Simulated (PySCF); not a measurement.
**Polarisability and C₆ of Bi⁺ (bismuth, charge +1)**

[Xe] 4f14 5d10 6s2 6p2, high-spin 3P determinant. All numbers are calculated (PySCF 2.14, scalar relativity through the core potential, in aug-cc-pVQZ-PP with one added diffuse shell each of s, p, d, f, g type with ECP60MDF (8s8p6d4f3g, 117 functions)). Coupled (time-dependent) response in atomic units; α is the mean over directions.

```csv
method,mean α (bohr³),"α xx, yy, zz",C₆ (like pair),S(−4)
UHF,27.62,"24.20, 29.34, 29.34",256.8,187.5
PBE,28.02,"23.68, 30.19, 30.19",257.5,213.9
```

S(−4) is the Cauchy moment in α(ω) = α(0) + S(−4) ω² + …

Spin-orbit coupling is absent.

α(iu) at UHF:

| u (hartree) | α(iu) (bohr³) |
| --- | --- |
| 0 | 27.62 |
| 0.0500 | 27.17 |
| 0.100 | 25.90 |
| 0.200 | 22.03 |
| 0.300 | 17.95 |
| 0.500 | 11.91 |
| 0.750 | 7.793 |
| 1.00 | 5.605 |
| 1.50 | 3.449 |
| 2.00 | 2.400 |
| 3.00 | 1.375 |
| 5.00 | 0.6155 |

A single London oscillator, α(iu) = α/(1 + u²/ω²), gives C₆ = (3/4) ω α². Matching the computed C₆ needs ω = 4 × 256.8 / (3 × 27.62²) = 0.449 hartree.

For an ion, C₆ is the dispersion term alone; charge-induced terms of lower order in 1/R come first.

The components differ because the open shell of this determinant is not spherical; for a pure term their mean is the scalar polarisability.

Energies and moments cover only the electrons outside the core potential. Spin-orbit coupling is strong in this species (close to jj coupling), so the high-spin LS determinant is a model state, not a physical level.
